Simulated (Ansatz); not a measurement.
Consider the isomerisation: `C[O][Ge][SH]` → `O[CH]1[S][GeH2]1`.

Isolated molecules relaxed with PBE0-D4/def2-TZVP in Ansatz; ΔE leaves out vibrations. CBS: MP2 limit from def2 TZ/QZ plus the TZ coupled-cluster correction, frozen cores. Functionals use def2-TZVPP. B3LYP here is the variant with VWN-RPA as its local correlation; programs differ in this. For Ge outer-core shells are correlated without core-valence functions, which leaves a few kJ/mol of doubt a bond. Scalar relativity is left out up to krypton. Each species was taken in one conformer, which may not be the lowest.

| level | ΔE (kcal/mol) |
| --- | --- |
| B3LYP | 47.5 |
| SCS-MP2/def2-QZVPP | 40.7 |

(1) What does CCSD(T)/CBS give? (An estimate is asked.)

Largest T1 diagnostic among the species: 0.015.

Results:

(1) Ansatz gave: +40.6 kcal/mol. The listed levels differ from it by 6.9, 0.1 kcal/mol.

In def2-TZVPP, CCSD(T) changes the Hartree–Fock value by −7.9 kcal/mol (the triples alone add −1.0 kcal/mol) and MP2 by −10.0 kcal/mol. From PBE to PBE0 (25 % exact exchange), in def2-TZVPP and without D4, ΔE moves by −1.9 kcal/mol.
